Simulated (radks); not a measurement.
All-electron atom: the lanthanum ion La+ in [Kr] 4d10 5s1.5 5p6 5d2 6s0.5 (fractional occupations, a model configuration). Method: Dirac Kohn-Sham, PBE, spin-unpolarised, spherical densities, finite nucleus; open shells fill j = l - 1/2 first; Fermi nuclear charge, rms radius 4.855 fm; computed with a radial shooting solver on a logarithmic mesh with Libxc functionals.

Unscreened Slater integrals over Kohn-Sham orbitals (hartree). Large and small components are both included. Empty in this configuration: 5d5/2.

integral,value
"F0(6s1/2,6s1/2)",0.22184
"F0(6s1/2,5d3/2)",0.25498
"G2(6s1/2,5d3/2)",0.074193
"F0(6s1/2,5p3/2)",0.27366
"G1(6s1/2,5p3/2)",0.022678
"F0(6s1/2,5p1/2)",0.27509
"G1(6s1/2,5p1/2)",0.020032
"F0(6s1/2,5d5/2)",0.25392
"G2(6s1/2,5d5/2)",0.076476
"F0(5d3/2,5d3/2)",0.33375
"F2(5d3/2,5d3/2)",0.17170
"F0(5d3/2,5p3/2)",0.39034
"F2(5d3/2,5p3/2)",0.18577
"G1(5d3/2,5p3/2)",0.21605
"G3(5d3/2,5p3/2)",0.13315
"F0(5d3/2,5p1/2)",0.39494
"G1(5d3/2,5p1/2)",0.20488
"F0(5d3/2,5d5/2)",0.33091
"F2(5d3/2,5d5/2)",0.17015
"G2(5d3/2,5d5/2)",0.17010
"G4(5d3/2,5d5/2)",0.11170
"F0(5p3/2,5p3/2)",0.49540
"F2(5p3/2,5p3/2)",0.26732
"F0(5p3/2,5p1/2)",0.50599
"G2(5p3/2,5p1/2)",0.27141
"F0(5p3/2,5d5/2)",0.38564
"F2(5p3/2,5d5/2)",0.18173
"G1(5p3/2,5d5/2)",0.20887
"G3(5p3/2,5d5/2)",0.12878
"F0(5p1/2,5p1/2)",0.51753
"F0(5p1/2,5d5/2)",0.39004
"G3(5p1/2,5d5/2)",0.12200
"F0(5d5/2,5d5/2)",0.32816
"F2(5d5/2,5d5/2)",0.16872
"F4(5d5/2,5d5/2)",0.11076
